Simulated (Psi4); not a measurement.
A dimer, CH4 ··· CH4O (SMILES C and CO); the first 5 atoms form monomer A.

```
11

C      0.0000     0.0000     0.0000
H     -0.6933    -0.4953    -0.6784
H      0.8000     0.4652    -0.5743
H     -0.5304     0.7632     0.5678
H      0.4238    -0.7331     0.6850
C      2.1839    -3.3557     0.8090
O      1.5484    -2.5505     1.7920
H      3.2736    -3.2421     0.8227
H      1.8162    -3.0190    -0.1592
H      1.9373    -4.4174     0.9214
H      1.8541    -2.8262     2.6616
```

What interaction energy does SAPT0/jun-cc-pVDZ, frozen core (Psi4) give, and which attractive term is the largest?

Total -0.53 kcal/mol: electrostatics -1.31, exchange 2.18, induction -0.48, dispersion -0.91. The most attractive term is electrostatics.
